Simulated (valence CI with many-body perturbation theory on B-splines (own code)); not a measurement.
## Forbidden lines of Ho²⁷⁺

Calculated by relativistic CI+MBPT: four valence electrons over a frozen Dirac-Fock core [Kr], radial functions for each j: 7 s, 7 p, 8 d, 6 f, 4 g, 1 h, with the one-electron correlation potential Σ1, the two-electron term Σ2, the three-electron term Σ3, Breit, model QED; selected CI, second order for the rest, scaled by the run's own slope (own B-spline code, finite nucleus).

No measured spectrum was set against this ion. As an estimate, large intervals hold to a few tenths of a per cent, small ones and those within an open d or f shell to about a per cent. The list stops below the first excitations out of the core.

Lines 51 to 100 of 120 in falling wavelength, among levels below 103.450 eV, chosen from the decays that carry over 1 % of a level's rate. Wavelengths and rates use the calculated energies. S is in atomic units (e²a₀⁴ for E2 and M2, e²a₀⁶ for E3), for M1 in squared Bohr magnetons. Weak lines are less certain than strong ones. Lines between different terms over intervals too small for the method are left out, as are lines whose strength nearly cancels. The highest levels of a list are the least certain.

Levels are named by their leading jj configuration (3d3/2^4 stands for four electrons in 3d with j = 3/2), which in mixed levels can hold well under half, so a name can repeat and another be missing. Letters in brackets count levels of one name in rising energy.

```
λ vac (Å)                      Upper                      Lower  Type   A (s⁻¹)  S (a.u.)
     1179    (4d3/2 4d5/2^3) J=3 [a]  (4d3/2^2 4d5/2^2) J=3 [a]    M1  8.27e+03  3.52e+00
     1164        (4d3/2 4d5/2^3) J=5      (4d3/2^2 4d5/2^2) J=5    M1  3.03e+03  1.95e+00
     1162      (4d3/2^2 4d5/2^2) J=1        (4d3/2^3 4d5/2) J=2    M1  1.00e+04  1.75e+00
     1159    (4d3/2 4d5/2^3) J=2 [b]    (4d3/2 4d5/2^3) J=3 [a]    M1  2.03e+03  5.87e-01
     1148    (4d3/2 4d5/2^3) J=2 [a]  (4d3/2^2 4d5/2^2) J=2 [b]    M1  3.43e+03  9.63e-01
     1146    (4d3/2 4d5/2^3) J=3 [a]  (4d3/2^2 4d5/2^2) J=2 [a]    M1  1.09e+04  4.24e+00
     1136  (4d3/2^2 4d5/2^2) J=4 [b]        (4d3/2^3 4d5/2) J=3    M1  1.31e+03  6.43e-01
     1129    (4d3/2 4d5/2^3) J=2 [a]  (4d3/2^2 4d5/2^2) J=3 [b]    M1  5.13e+03  1.37e+00
     1119  (4d3/2^2 4d5/2^2) J=3 [b]        (4d3/2^3 4d5/2) J=3    M1  6.69e+02  2.43e-01
     1109        (4d3/2 4d5/2^3) J=6      (4d3/2^2 4d5/2^2) J=5    M1  5.19e+03  3.42e+00
     1102    (4d3/2 4d5/2^3) J=3 [b]  (4d3/2^2 4d5/2^2) J=2 [b]    M1  2.57e+03  8.93e-01
     1101  (4d3/2^2 4d5/2^2) J=2 [b]        (4d3/2^3 4d5/2) J=3    M1  3.11e+01  7.69e-03
     1087  (4d3/2^2 4d5/2^2) J=4 [d]  (4d3/2^2 4d5/2^2) J=3 [a]    M1  3.97e+03  1.70e+00
     1085    (4d3/2 4d5/2^3) J=3 [b]  (4d3/2^2 4d5/2^2) J=3 [b]    M1  5.16e+03  1.71e+00
     1081    (4d3/2 4d5/2^3) J=3 [c]  (4d3/2^2 4d5/2^2) J=4 [c]    M1  3.18e+03  1.04e+00
     1069    (4d3/2 4d5/2^3) J=3 [c]  (4d3/2^2 4d5/2^2) J=2 [c]    M1  3.18e+03  1.01e+00
     1069    (4d3/2 4d5/2^3) J=3 [b]  (4d3/2^2 4d5/2^2) J=4 [b]    M1  1.86e+03  5.88e-01
     1065  (4d3/2^2 4d5/2^2) J=2 [a]        (4d3/2^3 4d5/2) J=1    M1  1.05e+04  2.35e+00
     1062    (4d3/2 4d5/2^3) J=1 [b]  (4d3/2^2 4d5/2^2) J=2 [c]    M1  4.66e+03  6.22e-01
     1059  (4d3/2^2 4d5/2^2) J=4 [b]        (4d3/2^3 4d5/2) J=4    M1  8.46e+01  3.35e-02
     1044  (4d3/2^2 4d5/2^2) J=3 [b]        (4d3/2^3 4d5/2) J=4    M1  4.96e+03  1.46e+00
     1026  (4d3/2^2 4d5/2^2) J=4 [d]  (4d3/2^2 4d5/2^2) J=4 [a]    M1  8.03e+03  2.90e+00
     1025        (4d3/2 4d5/2^3) J=0      (4d3/2^2 4d5/2^2) J=1    M1  1.19e+04  4.75e-01
     1018        (4d3/2 4d5/2^3) J=4  (4d3/2^2 4d5/2^2) J=4 [c]    M1  6.17e+03  2.17e+00
     1001    (4d3/2 4d5/2^3) J=1 [a]  (4d3/2^2 4d5/2^2) J=2 [a]    M1  1.00e+04  1.12e+00
    992.7  (4d3/2^2 4d5/2^2) J=3 [b]        (4d3/2^3 4d5/2) J=2    M1  3.07e+02  7.80e-02
    978.4  (4d3/2^2 4d5/2^2) J=2 [b]        (4d3/2^3 4d5/2) J=2    M1  1.18e+03  2.05e-01
    972.2  (4d3/2^2 4d5/2^2) J=2 [d]  (4d3/2^2 4d5/2^2) J=2 [a]    M1  8.19e+01  1.39e-02
    968.9    (4d3/2 4d5/2^3) J=2 [a]      (4d3/2^2 4d5/2^2) J=1    M1  3.60e+03  6.07e-01
    965.4        (4d3/2 4d5/2^3) J=5  (4d3/2^2 4d5/2^2) J=4 [a]    M1  1.51e+03  5.53e-01
    949.4    (4d3/2 4d5/2^3) J=2 [b]  (4d3/2^2 4d5/2^2) J=2 [c]    M1  4.48e+03  7.11e-01
    912.5    (4d3/2 4d5/2^3) J=1 [a]  (4d3/2^2 4d5/2^2) J=0 [a]    M1  1.12e+04  9.45e-01
    822.3    (4d3/2 4d5/2^3) J=2 [a]  (4d3/2^2 4d5/2^2) J=3 [a]    M1  6.26e+03  6.46e-01
    819.2  (4d3/2^2 4d5/2^2) J=2 [c]        (4d3/2^3 4d5/2) J=3    M1  1.25e+04  1.28e+00
    812.3  (4d3/2^2 4d5/2^2) J=4 [c]        (4d3/2^3 4d5/2) J=3    M1  3.04e+03  5.44e-01
    798.4    (4d3/2 4d5/2^3) J=3 [b]  (4d3/2^2 4d5/2^2) J=3 [a]    M1  1.83e+03  2.41e-01
    797.7    (4d3/2 4d5/2^3) J=1 [b]  (4d3/2^2 4d5/2^2) J=2 [b]    M1  4.60e+02  2.60e-02
    783.8    (4d3/2 4d5/2^3) J=3 [c]  (4d3/2^2 4d5/2^2) J=4 [b]    M1  4.82e+02  6.03e-02
    783.2    (4d3/2 4d5/2^3) J=3 [b]  (4d3/2^2 4d5/2^2) J=2 [a]    M1  3.18e+02  3.97e-02
    765.0    (4d3/2 4d5/2^3) J=3 [b]  (4d3/2^2 4d5/2^2) J=4 [a]    M1  2.23e+03  2.59e-01
    764.4  (4d3/2^2 4d5/2^2) J=2 [b]        (4d3/2^3 4d5/2) J=1    M1  7.56e+02  6.26e-02
    757.7        (4d3/2 4d5/2^3) J=4  (4d3/2^2 4d5/2^2) J=3 [b]    M1  3.92e+03  5.68e-01
    749.4  (4d3/2^2 4d5/2^2) J=2 [c]        (4d3/2^3 4d5/2) J=2    M1  2.73e+03  2.13e-01
    732.3    (4d3/2 4d5/2^3) J=2 [b]  (4d3/2^2 4d5/2^2) J=2 [b]    M1  6.00e+02  4.37e-02
    724.5    (4d3/2 4d5/2^3) J=2 [b]  (4d3/2^2 4d5/2^2) J=3 [b]    M1  1.78e+03  1.26e-01
    708.5    (4d3/2 4d5/2^3) J=3 [a]        (4d3/2^3 4d5/2) J=3    M1  4.89e+02  4.52e-02
    706.8    (4d3/2 4d5/2^3) J=1 [b]      (4d3/2^2 4d5/2^2) J=1    M1  2.34e+03  9.18e-02
    706.3  (4d3/2^2 4d5/2^2) J=0 [b]      (4d3/2^2 4d5/2^2) J=1    M1  3.55e+03  4.64e-02
    674.4  (4d3/2^2 4d5/2^2) J=4 [d]        (4d3/2^3 4d5/2) J=3    M1  5.48e+02  5.61e-02
    655.7    (4d3/2 4d5/2^3) J=3 [a]        (4d3/2^3 4d5/2) J=2    M1  1.69e+03  1.24e-01
```
